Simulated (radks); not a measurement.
The numbers below are computed, except where a source is named.
Neutral aluminium inside a hard spherical wall (all orbitals vanish at R), configuration held at [Ne] 3s2 3p1 and not refilled when levels cross. Level of theory: non-relativistic Kohn-Sham, LDA (Slater exchange, Perdew-Wang correlation), spin-polarised, spherical densities, point nucleus; open shells are filled with parallel spins first (a radial shooting solver on a logarithmic mesh with Libxc functionals). Eigenvalues in eV for spin up, with the zero of energy where the potential of the charges vanishes at infinity; a dash marks a level that is unbound or too diffuse for the functional's potential to be trusted. A positive occupied level is held by the wall or, in an anion where self-interaction has pushed it up, behind a barrier. The pressure on the wall is -dE/dV.

| R (bohr) | E (hartree) | kinetic (hartree) | e(2s) | e(2p) | e(3s) | e(3p) | e(4s, empty) | e(4p, empty) | pressure (GPa) |
|---|---|---|---|---|---|---|---|---|---|
| free | -241.31661 | 240.669 | -107.02 | -69.727 | -8.056 | -3.021 | -0.350 | - | 0 |
| 20 | -241.31661 | 240.669 | -107.02 | -69.727 | -8.056 | -3.021 | -0.327 | 0.361 | < 0.0001 |
| 15 | -241.31660 | 240.669 | -107.02 | -69.726 | -8.055 | -3.020 | -0.212 | 0.742 | < 0.0001 |
| 12 | -241.31650 | 240.670 | -107.00 | -69.710 | -8.044 | -3.008 | 0.095 | 1.430 | 0.00170 |
| 8 | -241.31160 | 240.702 | -106.66 | -69.364 | -7.821 | -2.713 | 2.446 | 5.130 | 0.180 |
| 7 | -241.30295 | 240.751 | -106.25 | -68.959 | -7.562 | -2.349 | 4.434 | 7.777 | 0.668 |
| 5 | -241.19906 | 241.211 | -103.51 | -66.219 | -5.572 | 0.405 | 16.001 | 21.364 | 12.5 |
| 4 | -240.93692 | 242.121 | -99.614 | -62.313 | -1.845 | 5.246 | 33.533 | 40.263 | 67.6 |
| 3 | -239.94392 | 244.932 | -91.495 | -54.162 | 9.923 | 19.290 | 79.796 | 87.154 | 491 |
